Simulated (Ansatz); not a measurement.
A made-up structure of BH$_{3}$SO$_{2}$, closed shell:

```json
{"atom": "O1", "x (Å)": "0.7062", "y (Å)": "0.5676", "z (Å)": "1.1481"}
{"atom": "B2", "x (Å)": "-0.5509", "y (Å)": "0.3891", "z (Å)": "0.7067"}
{"atom": "O3", "x (Å)": "-0.8681", "y (Å)": "-0.0284", "z (Å)": "-0.5752"}
{"atom": "S4", "x (Å)": "0.3581", "y (Å)": "-0.2820", "z (Å)": "-1.6682"}
{"atom": "H5", "x (Å)": "1.3567", "y (Å)": "0.3801", "z (Å)": "0.4543"}
{"atom": "H6", "x (Å)": "-1.4810", "y (Å)": "0.5862", "z (Å)": "1.4258"}
{"atom": "H7", "x (Å)": "-0.0637", "y (Å)": "-0.4170", "z (Å)": "0.0469"}
```

It is relaxed with PBE-D4/def2-SVP and then PBE0-D4/def2-TZVP (Ansatz 0.2.0). Atoms count as bonded within 1.22 times the sum of their covalent radii (H–H: 0.88 Å). The end point is not checked to be a true minimum.

Does its bonding change? (A judgement: the text doesn't fix the answer.)

Computed: Yes. Formed: none; broken: B2–H7.

Where it ends: The first stage lowers the energy by 3.81 eV in 23 steps. It ends as BH₃SO₂ ([OH][BH][OH][S]):
```tsv
atom	x (Å)	y (Å)	z (Å)
O1	0.7085	1.1105	1.0534
B2	-0.4020	0.4201	0.8868
O3	-0.4761	-0.3624	-0.2933
S4	0.8994	-0.3933	-1.4926
H5	1.3032	0.9369	0.2803
H6	-1.3376	0.3881	1.6189
H7	-1.2380	-0.9044	-0.5152
```

Labels in which every atom is bracketed show which atoms are joined, not bond orders.

For scale, one of the runs: PBE0-D4/def2-TZVP relaxation, 148 basis functions, launched by `ansatz run in.yaml --threads 2 --pin off --events-out ev --progress --plain --max-ram 4352MiB`. Hardware: 2 CPU threads of an Arm Neoverse V1, shared host. Wall time about 31 s.
